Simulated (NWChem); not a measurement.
System: C2H4ClNOSi; SMILES O[Si@@](N)(C#C)Cl

NWChem printed, in part:

```
             Northwest Computational Chemistry Package (NWChem) 7.3.0
             --------------------------------------------------------

                             Geometry "geometry" -> ""
                             -------------------------

 Output coordinates in angstroms (scale by  1.889725989 to convert to a.u.)

  No.       Tag          Charge          X              Y              Z
 ---- ---------------- ---------- -------------- -------------- --------------
    1 C                    6.0000     0.93434600    -2.73924600     0.15554600
    2 C                    6.0000     0.42545600    -1.62797400     0.03261900
    3 Si                  14.0000    -0.34586000     0.02810800    -0.05692200
    4 N                    7.0000    -1.39912200     0.44725700     1.24562400
    5 O                    8.0000    -1.16025600     0.03995000    -1.50862600
    6 Cl                  17.0000     1.17299300     1.45003400     0.01270200
    7 H                    1.0000     1.38684000    -3.71754300     0.25504700
    8 H                    1.0000    -0.99221700     0.89426700     2.07063400
    9 H                    1.0000    -2.13460000    -0.21333700     1.51201900
   10 H                    1.0000    -1.70799800     0.83714900    -1.62876800

 Effective nuclear repulsion energy (a.u.)     341.3351260462

  xc_inp: hfexch multiplicative factor not found.
                              NWChem Property Module
                              ----------------------

  itol2e modified to match energy
  convergence criterion.

                                 NWChem DFT Module
                                 -----------------

 Summary of "ao basis" -> "ao basis" (spherical)
 ------------------------------------------------------------------------------
       Tag                 Description            Shells   Functions and Types
 ---------------- ------------------------------  ------  ---------------------
 C                           6-31g*                  6       14   3s2p1d
 Si                          6-31g*                  8       18   4s3p1d
 N                           6-31g*                  6       14   3s2p1d
 O                           6-31g*                  6       14   3s2p1d
 Cl                          6-31g*                  8       18   4s3p1d
 H                           6-31g*                  2        2   2s

  itol2e modified to match energy
  convergence criterion.

            General Information
            -------------------
          SCF calculation type: DFT
          Wavefunction type:  closed shell.
          No. of atoms     :    10
          No. of electrons :    62
           Alpha electrons :    31
            Beta electrons :    31
          Charge           :     0
          Spin multiplicity:     1
          Use of symmetry is: off; symmetry adaption is: off
          Maximum number of iterations: 150
          AO basis - number of functions:   100
                     number of shells:    48
          Convergence on energy requested:  1.00D-07
          Convergence on density requested:  1.00D-05
          Convergence on gradient requested:  5.00D-04

              XC Information
              --------------
                     Hartree-Fock (Exact) Exchange  1.000

      Superposition of Atomic Density Guess
      -------------------------------------

 Sum of atomic energies:        -954.62941917

      Non-variational initial energy
      ------------------------------

 Total energy =    -956.915797
 1-e energy   =   -1994.707704
 2-e energy   =     696.456781
 HOMO         =      -0.333966
 LUMO         =       0.021861

   convergence    iter        energy       DeltaE   RMS-Dens  Diis-err
 ---------------- ----- ----------------- --------- --------- ---------
 d= 0,ls=0.0,diis     1   -955.7477225176 -1.30D+03  7.86D-03  7.29D-01
 d= 0,ls=0.0,diis     2   -955.8292085819 -8.15D-02  2.55D-03  1.62D-01
 d= 0,ls=0.0,diis     3   -955.8459312155 -1.67D-02  9.85D-04  8.46D-03
 d= 0,ls=0.0,diis     4   -955.8471796536 -1.25D-03  2.45D-04  4.82D-04
 d= 0,ls=0.0,diis     5   -955.8472525456 -7.29D-05  5.47D-05  3.52D-05
  Resetting Diis
 d= 0,ls=0.0,diis     6   -955.8472583447 -5.80D-06  2.48D-05  5.90D-06
 d= 0,ls=0.0,diis     7   -955.8472593556 -1.01D-06  8.63D-06  5.12D-07
 d= 0,ls=0.0,diis     8   -955.8472594972 -1.42D-07  3.68D-06  2.66D-07
 d= 0,ls=0.0,diis     9   -955.8472595451 -4.78D-08  4.92D-06  4.92D-08

         Total DFT energy =     -955.847259545071
      One electron energy =    -1998.584327986520
           Coulomb energy =      776.052131683826
    Exchange-Corr. energy =      -74.650189288611
 Nuclear repulsion energy =      341.335126046234

 Numeric. integr. density =        0.000000000000

                       DFT Final Molecular Orbital Analysis
                       ------------------------------------

 Vector   29  Occ=2.000000D+00  E=-4.414183D-01
              MO Center= -7.8D-01,  2.2D-01,  8.2D-01, r^2= 3.3D+00
   Bfn.  Coefficient  Atom+Function         Bfn.  Coefficient  Atom+Function
  ----- ------------  ---------------      ----- ------------  ---------------
    50      0.346019   4 N  py               54      0.316515   4 N  py
    49     -0.270428   4 N  px               83      0.243370   6 Cl pz
    53     -0.239427   4 N  px               51     -0.176267   4 N  pz
    55     -0.164742   4 N  pz               87      0.157477   6 Cl pz
    19     -0.128835   2 C  pz               20      0.112387   2 C  s

 Vector   30  Occ=2.000000D+00  E=-4.008712D-01
              MO Center=  6.6D-01, -2.0D+00,  9.0D-02, r^2= 2.1D+00
   Bfn.  Coefficient  Atom+Function         Bfn.  Coefficient  Atom+Function
  ----- ------------  ---------------      ----- ------------  ---------------
     3      0.265344   1 C  px               17      0.260848   2 C  px
     5      0.234327   1 C  pz               19      0.233261   2 C  pz
     7      0.188224   1 C  px               21      0.186629   2 C  px
     9      0.165714   1 C  pz               18      0.158726   2 C  py
    23      0.157975   2 C  pz               82      0.148631   6 Cl py

 Vector   31  Occ=2.000000D+00  E=-3.968671D-01
              MO Center=  3.8D-01, -1.7D+00,  2.4D-01, r^2= 3.1D+00
   Bfn.  Coefficient  Atom+Function         Bfn.  Coefficient  Atom+Function
  ----- ------------  ---------------      ----- ------------  ---------------
     5      0.285245   1 C  pz               19      0.280129   2 C  pz
    17     -0.219735   2 C  px                3     -0.211553   1 C  px
     9      0.201556   1 C  pz               23      0.193052   2 C  pz
    50      0.175577   4 N  py               54      0.164929   4 N  py
     7     -0.148339   1 C  px               21     -0.145984   2 C  px

[...]

          -----------------------------------------
          Chemical Shielding Tensors (GIAO, in ppm)
          -----------------------------------------

                                NWChem CPHF Module
                                ------------------

  scftype          =     RHF
  nclosed          =       31
  nopen            =        0
  variables        =     2139
  # of vectors     =        3
  tolerance        = 0.10D-03
  level shift      = 0.00D+00
  max iterations   =       50
  max subspace     =       30

 SCF residual:    1.2375298601117500E-004

Iterative solution of linear equations
  No. of variables     2139
  No. of equations        3
  Maximum subspace       30
        Iterations       50
       Convergence  1.0D-04

   iter   nsub   residual    time
   ----  ------  --------  ---------
     1      3    8.79D-01      75.1
     2      6    1.36D-01      86.1
     3      9    3.25D-02      95.5
     4     12    1.05D-02     104.8
     5     15    2.03D-03     114.0
     6     18    4.36D-04     123.2
     7     21    8.86D-05     132.3

      Atom:    1  C
        Diamagnetic
    271.3562     -4.2186     -0.1093
     -4.2186    279.1502      0.1563
     -0.1093      0.1563    269.0384

        Paramagnetic
   -204.1130    -76.0153      5.0749
    -76.0153    -68.2477    -13.1988
      5.0749    -13.1988   -238.9128

        Total Shielding Tensor
     67.2432    -80.2339      4.9656
    -80.2339    210.9026    -13.0425
      4.9656    -13.0425     30.1256

           isotropic =     102.7571
          anisotropy =     217.3463

          Principal Components and Axis System
                 1           2           3
              247.6547     31.6407     28.9760

      1        -0.4070      0.8760      0.2588
      2         0.9112      0.3695      0.1822
      3        -0.0639     -0.3100      0.9486

      Atom:    2  C
        Diamagnetic
    253.3544    -15.1579      0.7909
    -15.1579    280.8172     -1.6195
      0.7909     -1.6195    246.0182

        Paramagnetic
   -173.3437    -85.0710     11.8146
    -85.0710    -28.9011    -23.5447
     11.8146    -23.5447   -208.8890

        Total Shielding Tensor
     80.0107   -100.2290     12.6055
   -100.2290    251.9160    -25.1642
     12.6055    -25.1642     37.1292

           isotropic =     123.0186
          anisotropy =     266.9703

          Principal Components and Axis System
                 1           2           3
              300.9988     34.9694     33.0876

      1        -0.4157      0.5736      0.7058
      2         0.9033      0.3508      0.2469
      3        -0.1060      0.7402     -0.6640

      Atom:    3  Si
        Diamagnetic
    880.8934      2.8576      0.5235
      2.8576    879.0555      1.2124
      0.5235      1.2124    879.2314

        Paramagnetic
   -408.5373     -5.1340     -0.6714
     -5.1340   -417.5154     -7.3184
     -0.6714     -7.3184   -380.1102

        Total Shielding Tensor
    472.3560     -2.2764     -0.1479
     -2.2764    461.5401     -6.1060
     -0.1479     -6.1060    499.1212

           isotropic =     477.6724
          anisotropy =      33.6263

          Principal Components and Axis System
                 1           2           3
              500.0900    472.7772    460.1501

      1         0.0076      0.9831      0.1830
      2        -0.1569     -0.1795      0.9712
      3         0.9876     -0.0361      0.1529

      Atom:    4  N
        Diamagnetic
    327.4949      4.3707    -10.5283
      4.3707    317.3374      7.0047
    -10.5283      7.0047    330.7365

        Paramagnetic
    -79.0442      3.4924     -7.3774
      3.4924    -95.6823     -2.1719
     -7.3774     -2.1719    -80.7065

        Total Shielding Tensor
    248.4507      7.8631    -17.9057
      7.8631    221.6551      4.8328
    -17.9057      4.8328    250.0301

           isotropic =     240.0453
          anisotropy =      40.8082

          Principal Components and Axis System
                 1           2           3
              267.2507    236.6880    216.1971

      1        -0.6987      0.5980     -0.3927
      2        -0.0448      0.5112      0.8583
      3         0.7140      0.6173     -0.3304

      Atom:    5  O
        Diamagnetic
    392.4733     -6.2231     13.9177
     -6.2231    389.9794     -1.3790
     13.9177     -1.3790    402.4196

        Paramagnetic
   -112.6557     -2.4736      5.0591
     -2.4736   -128.4907    -12.7705
      5.0591    -12.7705   -111.8793

        Total Shielding Tensor
    279.8176     -8.6968     18.9768
     -8.6968    261.4886    -14.1495
     18.9768    -14.1495    290.5403

           isotropic =     277.2822
          anisotropy =      49.8010

          Principal Components and Axis System
                 1           2           3
              310.4828    265.6891    255.6746

      1         0.5625      0.8240      0.0675
      2        -0.3200      0.1417      0.9368
      3         0.7623     -0.5485      0.3434

      Atom:    6  Cl
        Diamagnetic
   1151.2640      5.1915      0.1392
      5.1915   1150.5002      0.3225
      0.1392      0.3225   1145.4482

        Paramagnetic
   -173.1506     93.3240     10.6963
     93.3240   -162.2336      3.5528
     10.6963      3.5528   -235.7597

        Total Shielding Tensor
    978.1134     98.5155     10.8355
     98.5155    988.2666      3.8753
     10.8355      3.8753    909.6884

           isotropic =     958.6895
          anisotropy =     185.6369

          Principal Components and Axis System
                 1           2           3
             1082.4474    910.1259    883.4951

      1         0.6886      0.1035      0.7177
      2         0.7227     -0.1791     -0.6675
      3         0.0594      0.9784     -0.1981

      Atom:    7  H
        Diamagnetic
     24.7997     -7.3474      0.6309
     -7.3474     37.7376     -1.4265
      0.6309     -1.4265     21.4676

        Paramagnetic
      2.2022      2.2155     -0.3153
      2.2155     -1.3129      0.6747
     -0.3153      0.6747      3.2363

        Total Shielding Tensor
     27.0019     -5.1319      0.3157
     -5.1319     36.4246     -0.7517
      0.3157     -0.7517     24.7040

           isotropic =      29.3768
          anisotropy =      14.0256

          Principal Components and Axis System
                 1           2           3
               38.7272     24.7487     24.6546

      1        -0.4016      0.9093      0.1090
      2         0.9140      0.3904      0.1106
      3        -0.0580     -0.1440      0.9879

      Atom:    8  H
        Diamagnetic
     24.9226      3.7262      2.3170
      3.7262     24.1938      9.5163
      2.3170      9.5163     39.3328

        Paramagnetic
      3.6359     -0.8227     -0.7603
     -0.8227      4.1423     -3.1268
     -0.7603     -3.1268     -1.6795

        Total Shielding Tensor
     28.5585      2.9035      1.5567
      2.9035     28.3362      6.3895
      1.5567      6.3895     37.6533

           isotropic =      31.5160
          anisotropy =      14.9425

          Principal Components and Axis System
                 1           2           3
               41.4777     28.8838     24.1865

      1         0.2081      0.8782     -0.4306
      2         0.4645      0.2986      0.8337
      3         0.8608     -0.3735     -0.3458

      Atom:    9  H
        Diamagnetic
     35.4321      9.9805     -8.2347
      9.9805     28.1231     -3.1664
     -8.2347     -3.1664     25.4627

        Paramagnetic
      0.6421     -2.9127      2.9827
     -2.9127      2.2536      1.2094
      2.9827      1.2094      2.9512

        Total Shielding Tensor
     36.0742      7.0678     -5.2521
      7.0678     30.3767     -1.9570
     -5.2521     -1.9570     28.4139

           isotropic =      31.6216
          anisotropy =      16.9293

          Principal Components and Axis System
                 1           2           3
               42.9078     27.2696     24.6875

      1         0.7899     -0.0824     -0.6076
      2         0.5008      0.6585      0.5618
      3        -0.3539      0.7481     -0.5614

      Atom:   10  H
        Diamagnetic
     27.9218    -12.4842      6.7680
    -12.4842     32.4198     -4.7449
      6.7680     -4.7449     22.2879

        Paramagnetic
      2.6078      4.0705     -1.7755
      4.0705      0.2629      1.0276
     -1.7755      1.0276      4.7930

        Total Shielding Tensor
     30.5296     -8.4138      4.9925
     -8.4138     32.6827     -3.7173
      4.9925     -3.7173     27.0809

           isotropic =      30.0977
          anisotropy =      18.6119

          Principal Components and Axis System
                 1           2           3
               42.5056     25.3265     22.4610

      1        -0.6324      0.1362      0.7626
      2         0.6812      0.5665      0.4637
      3        -0.3688      0.8127     -0.4510
```

Level: Hartree-Fock/6-31G* (spherical d), GIAO. All runs use the structure optimised with PBE-D3(BJ)/def2-SVP. The printed shielding anisotropy is the first printed principal value minus the mean of the other two.

Question: Which NWChem input produces such a log?

Answer: One answer among several that fit: the input that was run:
```
start job
memory heap 200 mb stack 900 mb global 1100 mb
geometry units angstroms noautosym nocenter noautoz
  C      0.934346    -2.739246     0.155546
  C      0.425456    -1.627974     0.032619
  Si    -0.345860     0.028108    -0.056922
  N     -1.399122     0.447257     1.245624
  O     -1.160256     0.039950    -1.508626
  Cl     1.172993     1.450034     0.012702
  H      1.386840    -3.717543     0.255047
  H     -0.992217     0.894267     2.070634
  H     -2.134600    -0.213337     1.512019
  H     -1.707998     0.837149    -1.628768
end
basis spherical
  C library 6-31g*
  Si library 6-31g*
  N library 6-31g*
  O library 6-31g*
  Cl library 6-31g*
  H library 6-31g*
end
dft
  xc hfexch
  iterations 150
end
property
  shielding
end
task dft property
```
